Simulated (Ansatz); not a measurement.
Species: AgF, charge 0, multiplicity 1. 
Geometry from a B3LYP-D3(BJ)/def2-TZVP (Ansatz, a quantum-chemistry and plane-wave program) optimisation:
SMILES: [F][Ag]
```xyz
2

Ag     0.0000     0.0000    -0.3209
F      0.0000     0.0000     1.6759
```

Property: atomisation energy (electronic, to ground-state atoms), in kJ/mol. Valence correlation only, unless marked. UHF or UKS for open shells. Spin-orbit coupling is left out. The frozen core is the preceding noble-gas configuration, with the filled d and f shells of earlier blocks. Past Kr the def2 sets carry scalar-relativistic core potentials. The coupled-cluster limit lacks core correlation, which all-electron functionals hold. CBS marks a two-point X^-3 extrapolation of the correlation energy; Hartree-Fock from the larger set.

```csv
level,program,atomisation energy (kJ/mol)
PBE-D4/def2-TZVPD,Ansatz + dftd4,347.4
```

Question: Predict the CCSD(T)/CBS(def2-TZVPPD,def2-QZVPPD) result (Ansatz).

Answer: 332.8 kJ/mol, so PBE-D4/def2-TZVPD differs from it by 14.6 kJ/mol.
